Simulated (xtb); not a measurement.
Ta(O)(F)2(OMe) (CH3F2O2Ta), SMILES [F][Ta]([F])(=[O])[O]C, multiplicity 1. All values are semi-empirical tight-binding results from xtb (GFN2-xTB unless named), good for trends rather than for accurate numbers. The structure is a stationary point at GFN2-xTB. The multiplicity is an assumed one; no other spin state was optimised. The structure was generated by enumeration; whether it is a known compound was not checked. One conformer was computed; it need not be the lowest.

For metal compounds this method's bond lengths and energies can be far off.

Estimate the properties. (An estimate is asked for; the answer gives what the named calculation found.)


| Item | Result |
|---|---|
| orbital gap | 4.67 eV |
| zero-point energy | 28.0 kcal/mol |
| G − E(el) at 298.15 K (modified RRHO) | 5.5 kcal/mol |
